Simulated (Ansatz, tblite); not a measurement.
Cost and result up the ladder for OsO3S (OsSO3) (5 atoms). Total charge 0; singlet. Geometry: r2SCAN-D4/def2-SVP.

```
atom    x (Å)    y (Å)    z (Å)
 Os1   0.0705   0.0223  -0.0493
  O2   0.2099  -1.0776  -1.3532
  O3  -0.1471   1.6110  -0.6478
  O4   1.4769  -0.0460   0.9236
  S5  -1.6101  -0.5097   1.1267
```

Ansatz on 4 threads of Intel Xeon Platinum 8259CL on a shared host; xTB runs through tblite on one thread. Times are rough, summed over both states, and most runs start from the orbitals of an earlier one. No level here is sound enough to serve as a yardstick. The other state is a doublet.

In the def2 sets Os takes a core potential; there is no spin–orbit coupling. The xTB rows come from tblite.

Raw xTB energies of ions are shifted by several eV.

```
                          level  functions  wall time  vertical IE (eV)                                  remarks
                       GFN1-xTB         30    0.016 s             17.53                                        –
                       GFN2-xTB         30    0.019 s             16.01                                        –
               PBE-D4/def2-TZVP        170      7.4 s             10.82                                        –
PBE0-D4/def2-TZVP (with forces)        170       12 s             10.97  restricted SCF unstable in HF (singlet)
            r2SCAN-D4/def2-TZVP        170       16 s             10.92  restricted SCF unstable in HF (singlet)
```
